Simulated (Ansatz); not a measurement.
Gas-phase electronic energies from Ansatz, PBE0-D4/def2-TZVP geometries. CCSD(T)/CBS is the MP2 limit (def2-TZVPP, def2-QZVPP) plus CCSD(T) − MP2 in def2-TZVPP, frozen cores. This one scheme is used for every species. Double bonds are as drawn, so ΔE can hold a change between cis and trans. DFT in def2-TZVPP. B3LYP here is the variant with VWN-RPA as its local correlation; programs differ in this. def2 core potentials past Kr. For Sn outer-core shells are correlated without core-valence functions, which leaves a few kJ/mol of doubt a bond. One conformer a species, not always the lowest.

Consider the formal hydrolysis of a C–Sn bond: `[AlH2]/[CH]=[CH]/[SnH3]` + H₂O → `O/C=[CH]\[AlH2]` + `[SnH4]`.

| level | ΔE (eV) |
| --- | --- |
| r2SCAN-D4 | -0.04 |
| PBE0-D4 | 0.02 |
| ωB97X-V | 0.03 |
| r2SCAN | -0.05 |
| B3LYP | 0.00 |
| HF/def2-TZVPP | 0.04 |
| CCSD(T)/def2-TZVPP | 0.20 |
| SCS-MP2/def2-QZVPP | 0.30 |

Question: What does CCSD(T)/CBS give? (An estimate is asked.)

Answer: Computed: +0.29 eV. The listed levels differ from it by -0.33, -0.27, -0.26, -0.34, -0.29, -0.25, -0.09, 0.01 eV.

Largest T1 diagnostic among the species: 0.013.

In def2-TZVPP, CCSD(T) changes the Hartree–Fock value by +0.16 eV (the triples alone add +0.01 eV) and MP2 by +0.24 eV. The D4 term adds +0.06 eV with B3LYP and +0.04 eV with PBE0; it sums over pairs of atoms, weighted by their polarisabilities, and B3LYP, whose exchange is more repulsive, gets the larger term.
